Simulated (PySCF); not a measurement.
NMR data simulated for an unnamed compound:

¹H NMR (500 MHz, computed): δ 6.99 (s, 1H), 5.50 (br s, 1H), 5.30 (br s, 1H), 4.66 (m, 2H), 2.23 (s, 3H), 1.89 (m, 2H).

¹³C{¹H} NMR (computed): δ 159.7 (C), 158.3 (CH), 152.7 (C), 118.2 (CH2), 23.5 (CH3), 13.6 (CH2).

[PySCF 2.14: shielding tensors at PBE0/pcSseg-1 (GIAO); coordinates at the GFN2-xTB level; no relativistic terms; a single conformation; isolated molecule; fast rotation and ring inversion assumed for equivalent nuclei]

References, each an isolated molecule treated in the same way: TMS for ¹H, ¹³C.

Which of these does the molecule contain: an aldehyde, a Si–H bond, a tert-butyl group, a non-aromatic C=C double bond, a methoxy group?

## Answers


- An aldehyde: no.
- A Si–H bond: yes (δH 4.66 (m)).
- A tert-butyl group: no.
- A non-aromatic C=C double bond: yes.
- A methoxy group: no.

The data belong to `C=C1C=C(C)[SiH2]C1`, C6H10Si; they needn't prove each group on their own.

Carbon signals by region: 4 in the sp2 and nitrile region (100–160 ppm), 2 below 50 ppm.

Shifts are as computed. Against solution values, carbons near 30 ppm lie about +3 ppm off and those near 130 ppm about +5 ppm. Of 1211 compounds with measured shifts, 218 miss one by over three times the rms of a fit or turn the order of signals round; such compounds aren't used in these exercises. No couplings were computed; multiplicities are counted from neighbouring protons, with m where these are inequivalent, close in shift, in a saturated or five-membered ring or joined by F or P, and br s for small geminal =CH2 splittings.
